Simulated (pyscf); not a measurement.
# cyclic C₂H₄BCl (SMILES ClB1CC1), singlet

Gas-phase minimum from PySCF at ωB97X-D3(BJ)/def2-SVP, one conformer. cyclic C₂H₄BCl (SMILES ClB1CC1) lies 13.0 kcal/mol over its isomer H₂C=CH–BH–Cl, and others may lie lower still (electronic energy, ωB97M-D3(BJ)). 

SMILES: ClB1CC1
```xyz
8

Cl    -1.1560    -1.5873     2.3388
B     -0.9079    -0.9380     0.7571
C     -1.3226     0.0413    -0.3356
C     -0.1147    -0.9317    -0.5450
H     -1.0918     1.1089    -0.2360
H     -2.2239    -0.1468    -0.9317
H      0.8861    -0.4843    -0.5784
H     -0.2456    -1.7397    -1.2751
```
Charge 0, spin multiplicity 1.

Bonds (Å): Cl1–B2 1.728, B2–C3 1.525, B2–C4 1.525, C3–C4 1.565, C3–H5 1.097, C3–H6 1.097, C4–H7 1.097, C4–H8 1.097. Bond angles (°): Cl1–B2–C3 149.1, Cl1–B2–C4 149.1, C3–B2–C4 61.8, B2–C3–C4 59.1, B2–C3–H5 120.2, B2–C3–H6 120.2, C4–C3–H5 117.1, C4–C3–H6 117.1, H5–C3–H6 112.9, B2–C4–C3 59.1, B2–C4–H7 120.2, B2–C4–H8 120.2, C3–C4–H7 117.0, C3–C4–H8 117.1 (the first ones only).

Properties at ωB97X-D3(BJ)/def2-SVP:

- Harmonic wavenumbers, unscaled = 219, 302, 480, 519, 678, 916, 923, 934, 973, 1091, 1179, 1330, 1381, 1486, 3139, 3143, 3221, 3231 cm⁻¹
- Zero-point energy = 35.9 kcal/mol
- Rotational symmetry number = 2
- Entropy of this conformer at 298 K and 1 atm, rigid rotor and harmonic oscillator, modes under 100 cm⁻¹ raised to 100 = 284.7 J/(mol K)
- Dipole moment = 0.79 D

Single-point totals, which compare only within one level (frozen core for MP2 and CC):

```tsv
level	total energy (hartree)
ωB97X-D3(BJ)/def2-TZVP	-563.77750
PBE/def2-TZVP	-563.37051
r²SCAN/def2-TZVP	-563.61197
B3LYP-D3(BJ)/def2-TZVP	-563.73992
PBE0-D3(BJ)/def2-TZVP	-563.43022
M06-2X/def2-TZVP	-563.64691
ωB97M-D3(BJ)/def2-TZVP	-563.79261
HF/def2-TZVPP	-562.28587
MP2/def2-TZVPP	-562.90381
CCSD/def2-TZVPP	-562.94371
CCSD(T)/def2-TZVPP	-562.97270
```

The CCSD(T) − MP2 part came from Ansatz, without density fitting, on the same reference.
